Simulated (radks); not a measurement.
Species: the nickel ion Ni14+. Configuration: [Ne] 3s2 3p2. Method: non-relativistic Kohn-Sham, BLYP, spin-polarised, spherical densities, point nucleus; open shells are filled with parallel spins first; computed with a radial shooting solver on a logarithmic mesh with Libxc functionals. Some entries of the table are withheld. Estimate them.

| orbital | occ. | eigenvalue (eV) | r(max) (bohr) |
|---|---|---|---|
| 1s up | 1 | -8587.396 | 0.03614 |
| 1s down | 1 | -8585.682 | 0.03614 |
| 2s up | 1 | -1411.982 | 0.2068 |
| 2s down | 1 | -1410.536 | 0.2068 |
| 2p up | 3 | -1293.296 | 0.1652 |
| 2p down | 3 | -1291.278 | 0.1653 |
| 3s up | 1 | -481.2646 | 0.5933 |
| 3s down | 1 | -473.5565 | 0.5934 |
| 3p up | 2 | -443.2598 | 0.5785 |
| 3p down | 0 | -435.6666 | 0.5783 |
| 3d up | 0 | (1) | (2) |
| 3d down | 0 | (3) | (4) |
| 4s up | 0 | -236.6887 | (5) |
| 4s down | 0 | -234.7584 | (6) |

Answer. 
(1) 3d up eigenvalue (eV): -384.4476
(2) 3d up r(max) (bohr): 0.4891
(3) 3d down eigenvalue (eV): -377.9300
(4) 3d down r(max) (bohr): 0.4839
(5) 4s up r(max) (bohr): 1.250
(6) 4s down r(max) (bohr): 1.261
